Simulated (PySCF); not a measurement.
Gas-phase reaction: 3 GaH + Br2 ⇌ 2 GaBr + GaH3

Energies from PySCF, thermal terms from the rigid-rotor harmonic-oscillator model, ideal gas at 1 bar. † marks an energy on the PBE0/def2-TZVP geometry and frequencies; other levels use their own. MP2 freezes the core. 6-31G* has spherical d functions here. All species are closed-shell singlets. Br, Ga: all electrons, no relativistic terms. GaH, GaH3: computed as isolated molecules; such fragments, hydroxides, amides, oligomers or adducts are transient or little studied in the gas. MP2 isn't extrapolated to the basis-set limit; its ΔH°(298 K) is -627.2 kJ in def2-SVP and -625.5 kJ in def2-TZVPP. The harmonic model lacks anharmonicity and excited electronic states, which grow with temperature; levels with a mode under 35 cm⁻¹ are left out.

```csv
level,"ΔE electronic, kJ","ΔH°(298 K), kJ","ΔS°(298 K), J/K","ΔG°(2500 K), kJ"
HF/6-31G*,-601,-585,-121,-280
M06-2X/def2-TZVP†,-602,-586,-122,-279
MP2/def2-SVP†,-643,-627,-122,-320
MP2/def2-TZVPP†,-642,-626,-122,-318
PBE/def2-TZVP†,-586,-570,-122,-262
PBE0/def2-SVP†,-615,-599,-122,-291
PBE0/def2-TZVP,-603,-587,-122,-280
ωB97X-V/def2-TZVP†,-605,-589,-122,-282
```
ΔH° is lowest at MP2/def2-SVP† and highest at PBE/def2-TZVP†. No reference value is set beside these.
